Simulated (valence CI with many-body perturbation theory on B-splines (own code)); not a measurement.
**Hyperfine factors and g values of F⁺**

Method: relativistic CI+MBPT: six valence electrons over a frozen Dirac-Fock core [He], a basis of 9 s, 9 p, 8 d, 6 f, 3 g, 1 h functions for each j, with the one-electron correlation potential Σ1 (screened to all orders), the two-electron term Σ2, the three-electron term Σ3, Breit, model QED; selected single and double excitations, second order for the rest, scaled by the run's own slope (own B-spline code, finite nucleus).

Against 23 measured levels this calculation errs by 214 cm⁻¹ on average and by 468 at most. These come from a selection out of the NIST Handbook of Basic Atomic Spectroscopic Data. Levels without a partner in it may be off by more. Among the levels kept, up to 2300 cm⁻¹ of a level comes from second order outside the variational space, and about a tenth of that is noise between levels of different J, which matters for small intervals.

A/g_I is the dipole constant over the nuclear g factor μ/I (μ in nuclear magnetons, uniformly magnetised nucleus), B/Q the quadrupole constant per barn. Both hold the static response of the core; the bare values leave it out. Large factors of s and p1/2 electrons are usually good to 5 to 10 %; those of open d and f shells near neutrality can be off by tens of per cent, and small factors of p3/2, d and f electrons come from cancelling terms and can be off by a factor of two or in sign, in half-filled shells by more. B is blank for J = 1/2, where it vanishes, and for nearly pure S terms. Energies count from the lowest level. Levels with J = 0 are left out.

Names give the largest LS component (configuration and term), which can be under half, so a name can repeat, a term be missing and a line seem to break the LS rules; names also repeat where a configuration has a term twice. Letters in brackets count levels of one name in rising energy.

| Level | E (cm⁻¹) | g | A/g_I (MHz) | A/g_I bare | B/Q (MHz/b) | B/Q bare |
| --- | --- | --- | --- | --- | --- | --- |
| 2s²2p⁴ ³P_2 | 0.0 | 1.501 | 504 | 638 | 756 | 771 |
| 2s²2p⁴ ³P_1 | 335 | 1.501 | -20.9 | 126 | -377 | -384 |
| 2s²2p⁴ ¹D_2 | 21001 | 1.000 | 852 | 851 | -1580 | -1610 |
| 2s2p⁵ ³P°_2 | 164937 | 1.501 | 2660 | 2570 | -738 | -752 |
| 2s2p⁵ ³P°_1 | 165253 | 1.501 | 3160 | 3060 | 370 | 377 |
| 2s²2p³3s ⁵S°_2 | 176036 | 2.002 | 283 | 498 |  |  |
| 2s²2p³3s ³S°_1 | 182472 | 2.002 | -200 | 204 |  |  |
| 2s²2p³3p ⁵P_3 | 202013 | 1.668 | 33.1 | 193 | 74.6 | 75.8 |
| 2s²2p³3p ⁵P_1 | 202021 | 2.503 | -17.5 | 343 | 7.55 | 7.67 |
| 2s²2p³3p ⁵P_2 | 202032 | 1.835 | 46.3 | 246 | -74.7 | -75.9 |
| 2s²2p³3p ³P_1 [a] | 207328 | 1.501 | 106 | 292 | -48.4 | -49.3 |
| 2s²2p³3p ³P_2 [a] | 207333 | 1.501 | 60.9 | 248 | 97.3 | 99.0 |
| 2s²2p³3s ³D°_3 | 211668 | 1.334 | 950 | 987 | -39.7 | -40.5 |
| 2s²2p³3s ³D°_2 | 211722 | 1.167 | 651 | 678 | 34.0 | 34.6 |
| 2s²2p³3s ³D°_1 | 211749 | 0.499 | 465 | 422 | 13.1 | 13.3 |
| 2s²2p³3s ¹D°_2 | 214931 | 1.000 | 960 | 959 | -43.1 | -43.7 |
| 2s²2p³3s ¹P°_1 | 227292 | 1.000 | 940 | 938 | -289 | -295 |
| 2s²2p³3s ³P°_2 | 229520 | 1.501 | 667 | 729 | -39.9 | -40.7 |
| 2s²2p³3s ³P°_1 | 229530 | 1.501 | 1280 | 1320 | -35.2 | -35.8 |
| 2s²2p³3d ⁵D°_4 | 230619 | 1.501 | 6.28 | 124 | 4.39 | 4.62 |
| 2s²2p³3d ⁵D°_1 | 230669 | 1.501 | 6.66 | 124 | -1.53 | -1.61 |
| 2s²2p³3d ⁵D°_3 | 230676 | 1.501 | 6.20 | 124 | 1.11 | 1.17 |
| 2s²2p³3d ⁵D°_2 | 230689 | 1.501 | 5.53 | 123 | -1.00 | -1.05 |
| 2s²2p³3d ³D°_1 | 231731 | 0.499 | 5.20 | -191 | 3.06 | 3.15 |
| 2s²2p³3d ³D°_3 | 231745 | 1.334 | 7.71 | 138 | 8.90 | 9.16 |
| 2s²2p³3d ³D°_2 | 231755 | 1.167 | 9.57 | 74.4 | 4.07 | 4.21 |
| 2s²2p³4s ⁵S°_2 | 234702 | 2.002 | 86.2 | 316 |  |  |
| 2s²2p³3p ¹P_1 | 235499 | 0.991 | 1230 | 1240 | 436 | 445 |
| 2s²2p³3p ³D_3 | 235985 | 1.334 | 638 | 692 | -410 | -417 |
| 2s²2p³3p ³D_2 | 236017 | 1.166 | 573 | 604 | -203 | -207 |
| 2s²2p³3p ³D_1 | 236021 | 0.508 | 961 | 884 | -149 | -152 |
| 2s²2p³4s ³S°_1 | 236557 | 2.002 | -54.9 | 342 |  |  |
| 2s²2p³3p ³F_4 | 237300 | 1.250 | 600 | 640 | 30.7 | 31.0 |
| 2s²2p³3p ³F_3 | 237337 | 1.084 | 514 | 533 | 57.3 | 58.2 |

Question: Take the isotope of mass number 19, with I = 1/2, μ = 2.62832 μN. What is the hyperfine structure of 2s²2p⁴ ¹D_2?

Answer: From the table A = 4480 MHz. Shifts from the centre of gravity in MHz: F = 3/2: -6720, F = 5/2: 4480.
